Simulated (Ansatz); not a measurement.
Job for Ansatz (a quantum-chemistry and plane-wave program): R-wB97X-V/aug-cc-pVTZ on BeH2O (SMILES [BeH][OH]), a point of a bond scan (R = 1.328 Å).

Ansatz 0.2 input:
```yaml
crystal:
  periodic: [false, false, false]
  atoms:
    - {symbol: Be, position_ang: [-0.78408142, -0.35296304, 0.02982263]}
    - {symbol: H, position_ang: [-1.99529587, -0.89492562, 0.07984893]}
    - {symbol: O, position_ang: [0.51114037, 0.18521819, -0.07360318]}
    - {symbol: H, position_ang: [1.04249858, 0.82503224, 0.38968601]}
basis:
  gaussian:
    orbitals: aug-cc-pVTZ
    pivot_positions_ang: [[-0.78408142, -0.35296304, 0.02982263], [-1.99529587, -0.89492562, 0.07984893], [0.51114037, 0.18521819, -0.07360318], [1.04249858, 0.82503224, 0.38968601]]
hamiltonian:
  xc: {name: wB97X-V}
scf: {lower_state_search: off}
output: {orbitals: {seedname: ./end}}
```

### Question
Give the final energy of this run.

### Answer
-91.2261 hartree.
